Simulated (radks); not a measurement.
Values are calculated unless marked as measured or tabulated.
Problem. W60+, configuration [Ne] 3s2 3p2. Code: a radial shooting solver on a logarithmic mesh with Libxc functionals. Model: scalar-relativistic Kohn-Sham, r2SCAN, spin-polarised, spherical densities, finite nucleus; open shells are filled with parallel spins first (spin-orbit coupling, left out, can overturn this in heavy ions); meta-GGA in the generalised Kohn-Sham scheme; Fermi nuclear charge, rms radius 5.3658 fm. Some entries of the table are withheld. Estimate them.

| orbital | occ. | eigenvalue (hartree) | <r> (bohr) |
|---|---|---|---|
| 1s up | 1 | -2735.420 | 0.01834 |
| 1s down | 1 | -2734.980 | 0.01834 |
| 2s up | 1 | -612.9169 | 0.07660 |
| 2s down | 1 | -612.7196 | 0.07657 |
| 2p up | 3 | -558.7989 | 0.06838 |
| 2p down | 3 | -558.4186 | 0.06837 |
| 3s up | 1 | -247.6167 | 0.1849 |
| 3s down | 1 | -246.2740 | 0.1851 |
| 3p up | 2 | -231.4081 | 0.1815 |
| 3p down | 0 | -230.0825 | 0.1817 |
| 3d up | 0 | -217.0968 | 0.1602 |
| 3d down | 0 | -216.0457 | 0.1600 |
| 4s up | 0 | (1) | 0.3440 |
| 4s down | 0 | (2) | 0.3418 |

Solution. 
(1) 4s up eigenvalue (hartree): -130.6692
(2) 4s down eigenvalue (hartree): -129.5912
